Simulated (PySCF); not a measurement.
Simulated outer-valence photoelectron spectrum of `[CH3][GeH2][CH3]`. Method: EOM-IP-CCSD/aug-cc-pVDZ in PySCF, restricted Hartree–Fock reference, 11 core orbitals frozen, non-relativistic, gas phase, PBE0-D3(BJ)/def2-SVP geometry.

Each root has a Gaussian of 0.8 eV full width with its one-hole share as area; cross sections and vibrations are left out, and the highest printed point is 100.

(ionisation energy (eV), intensity): (9.6, 0), (9.8, 1), (10.0, 4), (10.2, 12), (10.4, 28), (10.6, 48), (10.8, 66), (11.0, 74), (11.2, 70), (11.4, 57), (11.6, 38), (11.8, 19), (12.0, 8), (12.2, 2), (12.4, 0), (12.6, 0), (12.8, 1), (13.0, 3), (13.2, 11), (13.4, 29), (13.6, 57), (13.8, 84), (14.0, 100), (14.2, 100), (14.4, 84), (14.6, 57), (14.8, 30), (15.0, 12), (15.2, 3), (15.4, 1), (15.6, 0), (15.8, 0), (16.0, 1), (16.2, 3), (16.4, 10), (16.6, 20), (16.8, 29), (17.0, 30), (17.2, 22), (17.4, 11), (17.6, 4), (17.8, 1), (18.0, 0)

Problem. Where are the maxima, and how many lines lie under the curve?

Solution. 3 maxima, at 11.0, 14.1 and 16.9 eV, from 8 lines. At this width some lines have no maximum of their own.

Problem. List the lines with their holes.

Solution. 
```csv
E (eV),leading hole (HF orbital),area,Koopmans (eV)
10.71,HOMO,0.95,11.46
11.04,HOMO-1,0.95,11.75
11.40,HOMO-2,0.95,12.04
13.84,HOMO-3,0.95,14.80
13.86,HOMO-4,0.95,14.82
14.30,HOMO-5,0.95,15.27
14.41,HOMO-6,0.95,15.38
16.91,HOMO-7,0.88,18.44
```

The widest gap, 2.50 eV, lies between 14.41 and 16.91 eV. Only orbitals with −ε under 21 eV, eight at most, were ionised, so the high end of the curve may lack lines.
